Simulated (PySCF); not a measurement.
Worked example: dipole moment from atomic charges

Ge(Br)(OMe) (CH3BrGeO), SMILES C[O][Ge][Br] (connectivity only; charge and spin as stated), neutral, multiplicity 1. Atoms are numbered in the order given.

```xyz
7

Ge     0.9548     0.5938     0.0000
Br    -0.3249    -1.4161     0.0000
O     -0.3185     1.8166     0.0000
C     -1.7204     1.7791     0.0000
H     -2.1086     0.7468     0.0000
H     -2.1015     2.3027    -0.8920
H     -2.1015     2.3027     0.8920
```
Charge 0, spin multiplicity 1.

Coordinates come from a PBE0-D3(BJ)/def2-SVP optimisation. The structure was generated by enumeration; whether it is a known compound was not checked. Other conformers were not sampled.

Charges (e) from PySCF with PBE/def2-TZVP:

```csv
atom,Mulliken,ESP fit
Ge1,0.470,0.239
Br2,-0.336,-0.180
O3,-0.314,-0.200
C4,-0.191,-0.123
H5,0.123,0.079
H6,0.124,0.093
H7,0.124,0.093
```

The dipole moment of the full density is 1.43 D.

Task: What dipole moment does each set of point charges give, and which comes closer to that of the density?

Result: 
μ = Σ q r, and 1 e Å = 4.8032 D.
Mulliken: Σ q r = (0.206, 0.508, 0.000) e Å, |μ| = 2.63 D.
ESP fit: Σ q r = (0.005, 0.302, 0.000) e Å, |μ| = 1.45 D.
ESP fit comes closer in size. Point charges leave out the atoms' own dipoles (lone pairs, polarised bonds); fits to the potential absorb them, partitions of the density don't.
